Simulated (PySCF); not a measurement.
Compound: C₆H₁₄PS (charge +1).
Z-matrix (Å and degrees, PBE0-D3(BJ)/def2-SVP geometry), rows numbered from 1:
```
C 
P   1  1.7962
C   2  1.8001  1  109.51
C   2  1.8120  1  109.93  3   120.52
C   4  1.5287  2  112.63  1   167.92
S   5  1.8112  4  113.62  2   -61.81
C   6  1.8110  5   99.27  4    65.03
C   7  1.5291  6  113.71  5   -65.14
H   1  1.1000  2  109.62  3   179.83
H   1  1.1002  2  109.72  3   -60.24
H   1  1.1000  2  109.86  3    59.76
H   3  1.0993  2  110.40  1   179.82
H   3  1.1002  2  109.69  1    59.78
H   3  1.1001  2  109.66  1   -60.04
H   4  1.1027  2  106.87  1    46.87
H   4  1.1038  2  107.57  1   -68.49
H   5  1.1026  4  111.86  2    63.82
H   5  1.1003  4  108.96  2  -178.88
H   7  1.1003  6  105.41  5   175.59
H   7  1.1027  6  110.20  5    61.29
H   8  1.1038  2  107.59  1    69.02
H   8  1.1025  2  107.02  1   -46.51
```

Level: PBE0/pcSseg-1 in PySCF, non-relativistic, on one gas-phase PBE0-D3(BJ)/def2-SVP geometry that isn't relaxed in the solvent. The solvent is an IEF-PCM continuum (cavity from Bondi-type radii × 1.2). The model holds no explicit solvent molecules, cavitation or dispersion.

```csv
run,E − E(gas) (kcal/mol),HOMO (eV),HOMO–LUMO gap (eV)
gas,0.00,-10.46,7.10
P,-30.83,-8.40,7.38
Q,-55.09,-7.01,7.73
```

Task: The runs were made in benzene and methanol. Which run belongs to which solvent?

Result: P = benzene, Q = methanol. The dielectric constants are 2.271 (benzene), 32.61 (methanol), and the energy falls further as ε rises. In this model the ground state sees the solvent through ε alone.

Task: How constant is the ratio of the lowering to 1 − 1/ε?

Result: 
```
 solvent  1 − 1/ε  E − E(gas) (kcal/mol)  ratio (kcal/mol)  polarisation term (kcal/mol)
 benzene    0.560                 -30.83             -55.1                        -31.25
methanol    0.969                 -55.09             -56.8                        -57.27
```

The ratio changes by +3.2 % in size from benzene to methanol. The polarisation term is half the interaction of the solute with the induced surface charges.
